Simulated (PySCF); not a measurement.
GeI4, charge -1, doublet, geometry from GFN2-xTB (a state made from the parent by changing its charge; the spin is typed, not shown lowest) (all electrons, no relativity); HF/3-21G (PySCF).

The PySCF input:
```python
from pyscf import gto, scf

mol = gto.M(
    atom='''
I    -1.01498190    2.44307870   -0.83070020
Ge   -0.00000000   -0.00000000   -0.00000000
I    -1.89317457   -1.98061983   -0.42652050
I     0.61477469    0.12473657    2.70099564
I     2.29338179   -0.58719544   -1.44377495
''',
    basis='3-21g',
    charge=-1,
    spin=1,
    verbose=4,
)

mf = scf.UHF(mol)
mf.kernel()
mf.analyze()
```

What the program printed (banner, timings and long lists left out):

```
PySCF version 2.14.0

[INPUT] verbose = 4
[INPUT] num. atoms = 5
[INPUT] num. electrons = 245
[INPUT] charge = -1
[INPUT] spin (= nelec alpha-beta = 2S) = 1
[INPUT] symmetry False subgroup None
[INPUT] Mole.unit = angstrom
[INPUT] Symbol           X                Y                Z      unit          X                Y                Z       unit  Magmom
[...]
nuclear repulsion = 3264.30429562
number of shells = 62
number of NR pGTOs = 378
number of NR cGTOs = 146
basis = 3-21g
ecp = {}

******** <class 'pyscf.scf.uhf.UHF'> ********
method = UHF
initial guess = minao
damping factor = 0
level_shift factor = 0
DIIS = <class 'pyscf.scf.diis.CDIIS'>
diis_start_cycle = 1
diis_space = 8
diis_damp = 0
SCF conv_tol = 1e-09
SCF conv_tol_grad = None
SCF max_cycles = 50
direct_scf = True
direct_scf_tol = 1e-13
number electrons alpha = 123  beta = 122
Set gradient conv threshold to 3.16228e-05
init E= -29541.4669597937

cycle= 1 E= -29614.7132769394  delta_E= -73.2  |g|= 0.313  |ddm|= 2.37
cycle= 2 E= -29614.7749844662  delta_E= -0.0617  |g|= 0.104  |ddm|= 1.03
cycle= 3 E= -29614.7855247925  delta_E= -0.0105  |g|= 0.0195  |ddm|= 0.339
cycle= 4 E= -29614.7862137012  delta_E= -0.000689  |g|= 0.00907  |ddm|= 0.0691
cycle= 5 E= -29614.7865843048  delta_E= -0.000371  |g|= 0.00388  |ddm|= 0.0591
cycle= 6 E= -29614.7866664505  delta_E= -8.21e-05  |g|= 0.000946  |ddm|= 0.0355
cycle= 7 E= -29614.7866701903  delta_E= -3.74e-06  |g|= 0.000136  |ddm|= 0.00827
cycle= 8 E= -29614.7866702358  delta_E= -4.56e-08  |g|= 1.4e-05  |ddm|= 0.000813
cycle= 9 E= -29614.7866702362  delta_E= -3.93e-10  |g|= 2.95e-06  |ddm|= 9.6e-05
Extra cycle  E= -29614.7866702362  delta_E= 5.82e-11  |g|= 1.2e-06  |ddm|= 1.57e-05
converged SCF energy = -29614.7866702362  <S^2> = 0.79266451  2S+1 = 2.0422189
**** SCF Summaries ****
Total Energy =                      -29614.786670236160717
Nuclear Repulsion Energy =            3264.304295619995628
One-electron Energy =               -47352.311807443897123
Two-electron Energy =                14473.220841587739415
Two-electron Coulomb Energy =        15246.152485225913551
DFT Exchange-Correlation Energy =     -772.931643638174137
**** MO energy ****
                             alpha | beta                alpha | beta
[...]
To work with the spin densities directly, `use mulliken_meta_spin()` only printing them here.

 ** Mulliken spin pop alpha/beta on meta-lowdin orthogonal AOs **
 ** Mulliken Spin Density (per AO)  **
spin_pop of  0 I 1s        0.00000
[...]
spin_pop of  3 I 5pz       0.23012
spin_pop of  3 I 6px      -0.00030
spin_pop of  3 I 6py      -0.00037
spin_pop of  3 I 6pz       0.00103
spin_pop of  3 I 3dxy     -0.00000
spin_pop of  3 I 3dyz     -0.00000
spin_pop of  3 I 3dz^2     0.00000
spin_pop of  3 I 3dxz      0.00000
spin_pop of  3 I 3dx2-y2   -0.00000
spin_pop of  3 I 4dxy     -0.00000
spin_pop of  3 I 4dyz     -0.00000
spin_pop of  3 I 4dz^2    -0.00000
spin_pop of  3 I 4dxz     -0.00000
spin_pop of  3 I 4dx2-y2   -0.00000
spin_pop of  4 I 1s        0.00000
spin_pop of  4 I 2s        0.00000
spin_pop of  4 I 3s        0.00000
spin_pop of  4 I 4s        0.00002
spin_pop of  4 I 5s        0.00340
spin_pop of  4 I 6s        0.00003
spin_pop of  4 I 2px       0.00000
spin_pop of  4 I 2py       0.00000
spin_pop of  4 I 2pz       0.00000
spin_pop of  4 I 3px       0.00001
spin_pop of  4 I 3py       0.00000
spin_pop of  4 I 3pz       0.00000
spin_pop of  4 I 4px       0.00008
spin_pop of  4 I 4py       0.00000
spin_pop of  4 I 4pz       0.00003
spin_pop of  4 I 5px       0.16541
spin_pop of  4 I 5py       0.00919
spin_pop of  4 I 5pz       0.06449
spin_pop of  4 I 6px       0.00064
spin_pop of  4 I 6py      -0.00031
spin_pop of  4 I 6pz       0.00003
spin_pop of  4 I 3dxy     -0.00000
spin_pop of  4 I 3dyz     -0.00000
spin_pop of  4 I 3dz^2    -0.00000
spin_pop of  4 I 3dxz      0.00000
spin_pop of  4 I 3dx2-y2    0.00000
spin_pop of  4 I 4dxy     -0.00000
spin_pop of  4 I 4dyz     -0.00000
spin_pop of  4 I 4dz^2    -0.00000
spin_pop of  4 I 4dxz     -0.00000
spin_pop of  4 I 4dx2-y2   -0.00000
 ** Mulliken Spin Density (per atom)  **
spin density of  0 I =      0.24301
spin density of  1 Ge =      0.02794
spin density of  2 I =      0.24301
spin density of  3 I =      0.24301
spin density of  4 I =      0.24301
 ** Mulliken pop alpha/beta on meta-lowdin orthogonal AOs **
 ** Mulliken pop       alpha | beta **
In total           123.00000 | 122.00000
 ** Mulliken atomic charges   ( Nelec_alpha | Nelec_beta ) **
charge of  0I =     -0.34228  (    26.79265     26.54963 )
charge of  1Ge =      0.36912  (    15.82941     15.80147 )
charge of  2I =     -0.34228  (    26.79265     26.54963 )
charge of  3I =     -0.34228  (    26.79265     26.54963 )
charge of  4I =     -0.34228  (    26.79265     26.54963 )

WARN: System has nonzero charge -1; the dipole moment is origin-dependent.
Location of origin: [0. 0. 0.]

Dipole moment(X, Y, Z, Debye): -0.00000, -0.00000,  0.00000
```
